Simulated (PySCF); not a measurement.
Compound: C4H9FNSi2 (doublet state).
Cartesian coordinates in Å at the GFN2-xTB level; atoms count from 1:
```xyz
17
C4H9FNSi2 angstrom
C      3.2495   -0.0505    0.0484
Si     1.6629   -0.9337    0.3437
C      0.2639    0.3930    0.2612
C     -1.1210   -0.1965    0.4837
F     -1.1392   -0.8935    1.7014
Si    -2.5064    1.1626    0.6214
C     -1.4758   -1.1023   -0.5733
N     -1.8020   -1.7716   -1.4429
H      3.5898    0.7614    0.6672
H      3.9247   -0.3242   -0.7412
H      1.4009   -1.9307   -0.6950
H      1.5959   -1.5214    1.6871
H      0.2675    0.8892   -0.7094
H      0.4420    1.1576    1.0186
H     -2.0927    2.0029    1.7423
H     -2.4952    1.8838   -0.6490
H     -3.7719    0.4858    0.8754
```

The hyperfine couplings belong to this conformer and change with its torsions.

The species is `[CH2][SiH2]C[C@@](F)([SiH3])C#N` [radical].

Level of theory: PySCF, UKS B3LYP, pcH-1 on C F H N Si, non-relativistic, mean-field spin-orbit, GIAO. Isolated species at its GFN2-xTB geometry (one conformer only). Couplings are sensitive to structure, and on GFN2-xTB geometries they can be far from those on DFT ones. The SCF solution wasn't tested for stability.

Problem. Match the computed a_iso(13C) values +80.4, +34.4, +1.6 MHz with the sites C1; C3; C4.

Solution. 
| site | a_iso (MHz) | ρ(0) (bohr⁻³) | position | distance from C1 (Å) | spin population | largest \|T\| (MHz) |
| --- | --- | --- | --- | --- | --- | --- |
| C1 | +80.4 | +0.0716 | largest spin population | 0.00 | +1.05 | 152.1 |
| C3 | +34.4 | +0.0306 | 2 bonds from C1 | 3.03 | +0.03 | 6.5 |
| C4 | +1.6 | +0.0014 | 3 bonds from C1 | 4.39 | 0.00 | 2.0 |

Problem. Match the computed a_iso(29Si) values +47.1, -3.6 MHz with the sites Si2; Si6.

Solution. 
| site | a_iso (MHz) | ρ(0) (bohr⁻³) | position | distance from C1 (Å) | spin population | largest \|T\| (MHz) |
| --- | --- | --- | --- | --- | --- | --- |
| Si2 | +47.1 | -0.0531 | 1 bond from C1 | 1.84 | -0.04 | 2.5 |
| Si6 | -3.6 | +0.0041 | 4 bonds from C1 | 5.91 | 0.00 | 0.9 |

ρ(0) is the spin density at the nucleus and T the dipolar tensor; a_iso includes a spin–orbit part; entries for several nuclei are means. The largest Mulliken spin population is on C1 (+1.05). The angles at C1 add up to 360.0°, so it is planar; its axial dipolar tensor and the negative couplings of its protons fit spin in a p orbital normal to that plane.

Examples of negative spin density at the nucleus (bohr⁻³): Si2 (-0.0531) and H9/H10 (-0.0130).

Nuclei that the bonding pattern makes equivalent are averaged, as if the motion that swaps them (rotation, inversion, ring flip) were fast.
